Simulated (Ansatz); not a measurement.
Spectroscopic constants of K2, closed-shell singlet (the spin of the measured ground state). No spin–orbit coupling. K is treated without relativity.

D_e counts from the fitted minimum to each atom's lowest state at the same level, without counterpoise. The singlet is restricted.

Programs: Ansatz (Gaussian basis) for Hartree–Fock, density functionals and correlated methods. Each number belongs to the level named beside it.

Q: One of these levels gives 37.5 kJ/mol for the bond energy D_e. Which one is it?
A) BHLYP/def2-TZVPP
B) PBE/def2-TZVPP
C) r2SCAN/def2-TZVPP
D) PBE0/def2-TZVPP

A: C, r2SCAN/def2-TZVPP. The others give 56.1 (PBE/def2-TZVPP), 48.7 (PBE0/def2-TZVPP), 43.4 (BHLYP/def2-TZVPP)

Ansatz is a quantum-chemistry and plane-wave program.
